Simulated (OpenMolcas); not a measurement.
An atom or ion with 72 electrons was computed by MS-CASPT2, IPEA 0.25 Eh, imaginary shift 0.1 Eh with spin-orbit coupling (OpenMolcas, ANO-RCC-VTZP, DKH2). The lowest levels that the run gave, each within 12 % of the measured value where one is at hand:

```json
{"J": "0", "Parity": "even", "E (cm⁻¹)": "0.0", "g": ""}
{"J": "1", "Parity": "even", "E (cm⁻¹)": "2460", "g": "1.500"}
{"J": "2", "Parity": "even", "E (cm⁻¹)": "4870", "g": "1.483"}
{"J": "3", "Parity": "even", "E (cm⁻¹)": "6820", "g": "1.469"}
{"J": "4", "Parity": "even", "E (cm⁻¹)": "8290", "g": "1.441"}
{"J": "0", "Parity": "even", "E (cm⁻¹)": "10940", "g": ""}
{"J": "1", "Parity": "even", "E (cm⁻¹)": "11690", "g": "0.116"}
{"J": "2", "Parity": "even", "E (cm⁻¹)": "13200", "g": "1.010"}
{"J": "1", "Parity": "even", "E (cm⁻¹)": "14010", "g": "1.377"}
{"J": "2", "Parity": "even", "E (cm⁻¹)": "15310", "g": "0.791"}
{"J": "4", "Parity": "even", "E (cm⁻¹)": "15350", "g": "0.982"}
{"J": "3", "Parity": "even", "E (cm⁻¹)": "15630", "g": "1.236"}
```

**Question.** Which ion is it, and what are the configurations and terms?

**Answer.** W²⁺ (Z = 74, charge +2; active space 4 electrons in 6 orbitals (5d 6s)). J, parity and g give the terms where levels are pure, and mixed ones are named by the computed weights; the size of the splittings, set against known spectra of the 72-electron sequence, gives the charge. In order, with the measured energies in cm⁻¹ (NIST levels as listed in McCann et al., Mon. Not. R. Astron. Soc. 538, 537 (2025)): 5d⁴ ⁵D₀ [65 %], 5d⁴ ⁵D₁ (2256), 5d⁴ ⁵D₂ (4461), 5d⁴ ⁵D₃ (6278), 5d⁴ ⁵D₄ (7687), 5d⁴ ³P₀ [60 %] (9904), 5d³ 6s ⁵F₁ (10969), 5d³ 6s ⁵F₂ (12427), 5d⁴ ³P₁ (12881), 5d⁴ ³F₂(1) [69 %], 5d⁴ ³H₄ [50 %], 5d³ 6s ⁵F₃.

CASPT2 breaks the degeneracy within a term, and the mean is taken; among the terms shown or strongly mixed into the levels shown the widest spread is 540 cm-1 (5d³ 6s ⁵F). Blocks of more than 70 roots (2S+1 = 3 even, 1 even) ran without multistate coupling. Some high roots are left out of the spin-orbit mixing, which shifts the levels that they would mix with. Configurations are named by rounded mean occupations; where the s occupation lies near a half they are strongly mixed, a name can repeat and a true partner stay unpaired. A single d shell beside an s shell can misplace configurations of different d count against each other. The CASPT2 spread within a term exceeds the gap to the next term for 5d³ 6s ⁵F and 5d⁴ ³F(1), so the order of their levels is uncertain, and so are names and mixing where such terms share a J. Computed and measured levels are paired by configuration, term and J; levels that our copy of the source lacks, or whose pairing is in doubt (as where it misses far off the trend of its configuration), stay unpaired and out of the deviations. Levels of configurations outside the active space are missing.

A share in square brackets marks a mixed level and gives the weight of the term that names it. A number in round brackets counts repeated terms of one configuration in the order of the reference energies.
